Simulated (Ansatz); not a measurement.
Species: C2H4B, charge 0, doublet. C2H4B (SMILES B[C]=C, doublet).
B3LYP-D3(BJ)/def2-TZVP minimum from Ansatz (an electronic-structure program):
```
C
C 1 1.2941
H 2 1.0887 1 121.90
H 2 1.0887 3 116.20 1 -180.00
B 1 1.4814 4 153.69 2 180.00
H 5 1.1914 1 119.72 4 -105.52
H 5 1.1914 6 120.57 1 180.00
```
Charge 0, spin multiplicity 2.

Property: atomisation energy (electronic, to ground-state atoms), in kcal/mol. Open shells are spin-unrestricted; no spin-orbit coupling. CBS(X,Y): correlation extrapolated as X^-3, Hartree-Fock from the larger set. A bracket is a step between two methods taken in the basis named. Functionals run without relativity, which enters their misses. Double hybrids freeze cores in their MP2 part. '+ core + X2C': CCSD(T) terms for core correlation (cc-pwCVTZ) and scalar relativity (cc-pVTZ-DK). Where a partner has so few electrons that a lower coupled-cluster level is exact, that level stands in. The UHF reference of C2H4B (B[C]=C, doublet) is spin-contaminated (<S^2> up to 0.11 over the pure value in the sets run).

CCSD(T)/CBS(cc-pVTZ,cc-pVQZ) + [CCSDT(Q) - CCSD(T)]/cc-pVDZ + core + X2C (Ansatz) gives 636.4 kcal/mol.

Question: What does PBE/def2-TZVPD (Ansatz) give here, and how do the other levels compare?

Answer: PBE gives 655.1 kcal/mol, 18.7 kcal/mol above it. Differences of the others: B3LYP/def2-TZVPD (Ansatz) 5.0; PBE0/def2-TZVPD (Ansatz) 8.3; wB97M-V/def2-TZVPD (Ansatz) 4.2; B2PLYP/def2-TZVPD (Ansatz) -2.5; CCSD(T)/CBS(cc-pVTZ,cc-pVQZ) + core + X2C (Ansatz) -0.8 kcal/mol.
